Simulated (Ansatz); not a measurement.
Cost and result for the atomization energy of `[CH3][SnH]([OH])[Cl]` (9 atoms, 8 bonds).

| atom | x (Å) | y (Å) | z (Å) |
| --- | --- | --- | --- |
| C1 | -0.3235 | 0.9894 | -1.0471 |
| Sn2 | 0.4209 | -0.1753 | 0.5516 |
| O3 | -1.0818 | -1.2997 | 1.1063 |
| Cl4 | 2.0620 | -1.6301 | -0.2627 |
| H5 | 0.4777 | 1.5911 | -1.4741 |
| H6 | -0.7188 | 0.3135 | -1.8042 |
| H7 | -1.1202 | 1.6392 | -0.6853 |
| H8 | 1.1205 | 0.5814 | 1.9111 |
| H9 | -0.8368 | -2.0095 | 1.7044 |

Charge 0, multiplicity 1. Correlated methods include outer-core shells of Sn, which these sets cover unevenly. Sn: def2 effective core potential. The structure was optimised at the PBE0-D4/def2-TZVP level. It is one conformer, not always the lowest. Program: Ansatz. All runs use 4 threads of an Arm Neoverse V1 on a shared host. Times are those of one run each, without the atoms' runs, and a repeat can differ threefold. Electronic energies, without spin–orbit coupling; frozen cores. CCSD(T)/CBS adds CCSD(T) − MP2 in def2-TZVPP to the MP2 limit, and its time is that of the two runs behind it. T1 = 0.012. With those shells the extrapolation isn't a true limit. HSE06 is the plane-wave form, built on full-range PBE exchange.

CCSD(T)/CBS is a level of theory with its own doubt, some kJ/mol a heavy atom from the limit and from the frozen cores, so smaller differences don't rank the functionals.

```tsv
level	functions	wall time
revPBE-D4/def2-TZVPP	224	1.9 s
PBE-D4/def2-TZVPP (with forces)	224	2.2 s
BLYP-D4/def2-TZVPP	224	2.5 s
BHLYP-D4/def2-TZVPP	224	2.9 s
HSE06-D4/def2-TZVPP	224	4.2 s
CCSD(T)/def2-SVP	97	4.4 s
PBE-QIDH/def2-TZVPP	224	4.8 s
r2SCANh-D4/def2-TZVPP	224	5 s
B2PLYP/def2-TZVPP	224	5.5 s
ωB97M-V/def2-TZVPP (with forces)	224	11 s
MP2/def2-QZVPP	416	21 s
CCSD(T)/def2-TZVPP	224	2.4 min
CCSD(T)/CBS(def2)	–	2.7 min
```

Problem. What atomization energy does each give, and how far from CCSD(T)/CBS? (An estimate is asked.)

Solution. Ansatz gave: 
```
                           level  atomization (kcal/mol)  difference from CCSD(T)/CBS  per bond
            revPBE-D4/def2-TZVPP                   691.5                        -18.6      -2.3
 PBE-D4/def2-TZVPP (with forces)                   710.1                          0.0       0.0
              BLYP-D4/def2-TZVPP                   696.1                        -14.0      -1.7
             BHLYP-D4/def2-TZVPP                   678.2                        -31.9      -4.0
             HSE06-D4/def2-TZVPP                   698.0                        -12.1      -1.5
                CCSD(T)/def2-SVP                   652.2                        -57.9      -7.2
             PBE-QIDH/def2-TZVPP                   695.2                        -14.9      -1.9
           r2SCANh-D4/def2-TZVPP                   698.3                        -11.8      -1.5
               B2PLYP/def2-TZVPP                   691.9                        -18.2      -2.3
ωB97M-V/def2-TZVPP (with forces)                   703.5                         -6.6      -0.8
                  MP2/def2-QZVPP                   708.6                         -1.5      -0.2
              CCSD(T)/def2-TZVPP                   687.7                        -22.4      -2.8
               CCSD(T)/CBS(def2)                   710.1                          0.0       0.0
```

The D4 term adds +7.1 kcal/mol with B3LYP and +3.8 kcal/mol with PBE0; it sums over pairs of atoms, weighted by their polarisabilities, and B3LYP, whose exchange is more repulsive, gets the larger term. In def2-TZVPP, CCSD(T) changes the Hartree–Fock value by +186.2 kcal/mol (the triples alone add +11.3 kcal/mol) and MP2 by +193.7 kcal/mol; breaking electron pairs costs correlation energy, which Hartree–Fock lacks. From BLYP to BHLYP (50 % exact exchange), in def2-TZVPP and without D4, the atomization energy moves by −14.7 kcal/mol: exact exchange takes away binding that semilocal exchange gives to molecules.

B3LYP here is the variant with VWN-RPA as its local correlation; programs differ in this.

Spin–orbit coupling would lower the free Sn atoms strongly, and the atomization energy with them, by more than many differences here. For some Ge, Se and Sn compounds the MP2-based and the directly extrapolated limit differ by 10 to 25 kJ/mol.
